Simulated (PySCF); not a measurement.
H$_{7}$FGe$_{2}$OSi, singlet, at a GFN2-xTB geometry; CASSCF(6,6)+NEVPT2/STO-3G (PySCF).

Input for PySCF:
```python
from pyscf import gto, scf, mcscf, mrpt
import numpy

mol = gto.M(
    atom='''
O    -0.20171971    1.74471622    1.27029644
Si    0.01596982    0.68290663    0.06733975
F     0.32764984    1.68647754   -1.14520657
Ge    1.91858488   -0.63185872    0.38435243
Ge   -1.94964897   -0.45694483   -0.46709165
H    -0.39367982    1.47972603    2.16390490
H     2.60539330   -0.41370012    1.70130456
H     2.99962189   -0.48196891   -0.63623889
H     1.62071051   -2.10195463    0.38752023
H    -3.10552596   -0.15103692    0.44030031
H    -2.48145513   -0.23938067   -1.84646416
H    -1.80968208   -1.94669117   -0.36094095
''',
    basis='sto-3g',
    verbose=4,
)

mf = scf.RHF(mol)
mf.kernel()
mc = mcscf.CASSCF(mf, 6, 6)
mc.fix_spin_(ss=0.0)
mc.kernel()
occ = numpy.linalg.eigvalsh(mc.fcisolver.make_rdm1(mc.ci, mc.ncas, mc.nelecas))[::-1]
ss = mc.fcisolver.spin_square(mc.ci, mc.ncas, mc.nelecas)[0]
print('natural occupations', occ.round(4), ' <S^2>', round(ss, 4))
e2 = mrpt.NEVPT(mc).kernel()
print('E(NEVPT2) = %.10f' % (mc.e_tot + e2))
```

Output, abridged:

```
PySCF version 2.14.0

[INPUT] verbose = 4
[INPUT] num. atoms = 12
[INPUT] num. electrons = 102
[INPUT] charge = 0
[INPUT] spin (= nelec alpha-beta = 2S) = 0
[INPUT] symmetry False subgroup None
[INPUT] Mole.unit = angstrom
[INPUT] Symbol           X                Y                Z      unit          X                Y                Z       unit  Magmom
[...]
nuclear repulsion = 749.0056175139
number of shells = 34
number of NR pGTOs = 186
number of NR cGTOs = 62
basis = sto-3g
ecp = {}

******** <class 'pyscf.scf.hf.RHF'> ********
method = RHF
initial guess = minao
damping factor = 0
level_shift factor = 0
DIIS = <class 'pyscf.scf.diis.CDIIS'>
diis_start_cycle = 1
diis_space = 8
diis_damp = 0
SCF conv_tol = 1e-09
SCF conv_tol_grad = None
SCF max_cycles = 50
direct_scf = True
direct_scf_tol = 1e-13
Set gradient conv threshold to 3.16228e-05
Initial guess from minao.
init E= -4559.76801905971
[...]
cycle= 1 E= -4564.97633596665  delta_E= -5.21  |g|= 0.675  |ddm|= 3.86
[...]
cycle= 2 E= -4565.1551517169  delta_E= -0.179  |g|= 0.103  |ddm|=  1.2
[...]
cycle= 3 E= -4565.15953130259  delta_E= -0.00438  |g|= 0.0271  |ddm|= 0.196
[...]
cycle= 4 E= -4565.15994901929  delta_E= -0.000418  |g|= 0.00728  |ddm|= 0.0588
[...]
cycle= 5 E= -4565.15998862618  delta_E= -3.96e-05  |g|= 0.00123  |ddm|= 0.0227
[...]
cycle= 6 E= -4565.15998984625  delta_E= -1.22e-06  |g|= 0.000252  |ddm|= 0.00399
[...]
cycle= 7 E= -4565.15998988891  delta_E= -4.27e-08  |g|= 4.32e-05  |ddm|= 0.000699
[...]
cycle= 8 E= -4565.1599898903  delta_E= -1.38e-09  |g|= 8.31e-06  |ddm|= 0.000126
[...]
cycle= 9 E= -4565.15998989034  delta_E= -3.91e-11  |g|= 2.08e-06  |ddm|= 2.45e-05
[...]
Extra cycle  E= -4565.15998989032  delta_E= 1.46e-11  |g|= 9.99e-07  |ddm|= 5.03e-06
converged SCF energy = -4565.15998989032

******** <class 'pyscf.mcscf.mc1step.CASSCF'> ********
CAS (3e+3e, 6o), ncore = 48, nvir = 8
max_cycle_macro = 50
max_cycle_micro = 4
conv_tol = 1e-07
conv_tol_grad = None
orbital rotation max_stepsize = 0.02
orbital rotation threshold for CI restart = 0.01
augmented hessian ah_max_cycle = 30
augmented hessian ah_conv_tol = 1e-12
augmented hessian ah_linear dependence = 1e-14
augmented hessian ah_level shift = 1e-08
augmented hessian ah_start_tol = 2.5
augmented hessian ah_start_cycle = 3
augmented hessian ah_grad_trust_region = 3
kf_trust_region = 3
kf_interval = 4
ci_response_space = 4
ci_grad_trust_region = 3
with_dep4 0
natorb = False
canonicalization = True
sorting_mo_energy = False
[...]
CASCI E = -4565.16406598541  S^2 = 0.0000000
CASSCF energy = -4565.20578570646
CASCI E = -4565.20578570646  E(CI) = -9.38131317194257  S^2 = 0.0000000
[...]
0 O 2pz         -0.12606
1 Si 1s          0.00045
1 Si 2s         -0.00430
1 Si 3s          0.16374
1 Si 2px         0.01331
1 Si 2py         0.01432
1 Si 2pz         0.01074
1 Si 3px        -0.37103
1 Si 3py        -0.47443
1 Si 3pz        -0.42413
2 F 1s           0.00031
2 F 2s          -0.01291
2 F 2px          0.08363
2 F 2py          0.12977
2 F 2pz          0.04813
3 Ge 1s          0.00004
3 Ge 2s         -0.00029
3 Ge 3s          0.00017
3 Ge 4s         -0.03734
3 Ge 2px         0.00013
3 Ge 2py        -0.00002
3 Ge 2pz         0.00005
3 Ge 3px        -0.00213
3 Ge 3py         0.00036
3 Ge 3pz        -0.00083
3 Ge 4px         0.05150
3 Ge 4py        -0.04812
3 Ge 4pz        -0.00053
3 Ge 3dxy        0.00126
3 Ge 3dyz        0.00140
3 Ge 3dz^2      -0.00949
3 Ge 3dxz       -0.01441
3 Ge 3dx2-y2    -0.01977
4 Ge 1s          0.00027
4 Ge 2s         -0.00280
4 Ge 3s          0.00269
4 Ge 4s         -0.30612
4 Ge 2px        -0.00085
4 Ge 2py        -0.00051
4 Ge 2pz        -0.00021
4 Ge 3px         0.01363
4 Ge 3py         0.00814
4 Ge 3pz         0.00331
4 Ge 4px        -0.38406
4 Ge 4py        -0.25238
4 Ge 4pz        -0.11189
4 Ge 3dxy       -0.03407
4 Ge 3dyz       -0.00923
4 Ge 3dz^2       0.02170
4 Ge 3dxz       -0.00721
4 Ge 3dx2-y2    -0.03215
5 H 1s          -0.00244
6 H 1s           0.05586
7 H 1s           0.00771
8 H 1s          -0.02869
9 H 1s           0.09070
10 H 1s          0.04429
11 H 1s          0.03093
<CAS-nat-orb|mo-hf>  49     43      -0.42206876
<CAS-nat-orb|mo-hf>  49     51       0.60050368
<CAS-nat-orb|mo-hf>  50     27      -0.48572593
<CAS-nat-orb|mo-hf>  50     50       0.71790271
<CAS-nat-orb|mo-hf>  51     40       0.65374254
<CAS-nat-orb|mo-hf>  51     41      -0.48619236
<CAS-nat-orb|mo-hf>  52     54       0.40832044
<CAS-nat-orb|mo-hf>  52     58       0.59988528
<CAS-nat-orb|mo-hf>  52     62      -0.47061431
<CAS-nat-orb|mo-hf>  53     52       0.46862161
<CAS-nat-orb|mo-hf>  53     62       0.71129672
<CAS-nat-orb|mo-hf>  54     52       0.55832376
<CAS-nat-orb|mo-hf>  54     53      -0.41500177
<CAS-nat-orb|mo-hf>  54     55      -0.46084637
Sr    (-1)',   E = -0.00121752954120
Si    (+1)',   E = -0.00277105301432
Sijrs (0)  ,   E = -0.08335895238974
Sijr  (+1) ,   E = -0.01350978005114
Srsi  (-1) ,   E = -0.00441328541945
Srs   (-2) ,   E = -0.00112820489029
Sij   (+2) ,   E = -0.00363789663194
Sir   (0)' ,   E = -0.01002147872498
Nevpt2 Energy = -0.120058180663066
E(NEVPT2) = -4565.3258438871
```
